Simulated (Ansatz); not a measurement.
Hf3O11H10, a hydroxylated oxide cluster. Total charge 0; triplet. Geometry r2SCAN-D4/def2-SVP, that of the neutral singlet.

Cartesian coordinates in Å:
```
Hf -0.028 -0.216 1.831
Hf 0.708 1.586 -0.738
Hf -1.199 -0.984 -1.073
O -0.598 -2.692 -1.824
O -0.923 0.241 3.490
O -3.021 -0.809 -1.715
O -1.298 -1.737 0.963
O -0.235 0.482 -2.351
O 1.144 1.548 1.390
O 1.463 -1.402 2.416
O 0.062 3.368 -1.155
O -0.973 0.696 0.203
O 2.591 1.629 -1.277
O 0.931 -0.655 -0.271
H 0.015 -3.398 -2.033
H -1.456 0.550 4.221
H -3.931 -0.760 -2.006
H -1.209 -2.681 1.147
H -0.681 0.909 -3.093
H 2.044 1.691 1.713
H 1.734 -1.710 3.286
H -0.332 4.231 -1.277
H 3.479 1.325 -1.468
H 1.712 -1.213 -0.383
```

In the def2 sets Hf takes a core potential; there is no spin–orbit coupling. Single mean-field runs in def2-TZVP are fitted with def2-universal-jkfit. At PBE-D4/def2-TZVP the gap within one spin of the charge 0 triplet nearly closes, so an electron or hole may be smeared out by delocalisation error. At PBE0-D4/def2-TZVP a singlet of charge 0 lies 7.01 eV below the triplet at the same geometry.

(1) Estimate the α-spin orbital energies around the gap (eV) in Ansatz with PBE-D4/def2-TZVP, PBE0-D4/def2-TZVP.

Results:

(1) 
| orbital | PBE-D4/def2-TZVP | PBE0-D4/def2-TZVP |
| --- | --- | --- |
| HOMO−5 | -7.45 | -9.01 |
| HOMO−4 | -7.40 | -8.78 |
| HOMO−3 | -7.36 | -8.73 |
| HOMO−2 | -7.26 | -8.66 |
| HOMO−1 | -7.17 | -8.49 |
| HOMO | -1.19 | -1.37 |
| LUMO | -0.87 | -0.02 |
| LUMO+1 | -0.81 | 0.04 |
| LUMO+2 | -0.57 | 0.12 |
| LUMO+3 | -0.55 | 0.20 |
| LUMO+4 | -0.42 | 0.31 |
| LUMO+5 | -0.40 | 0.57 |
| β HOMO | -7.05 | -8.30 |
| β LUMO | -7.05 | -7.24 |
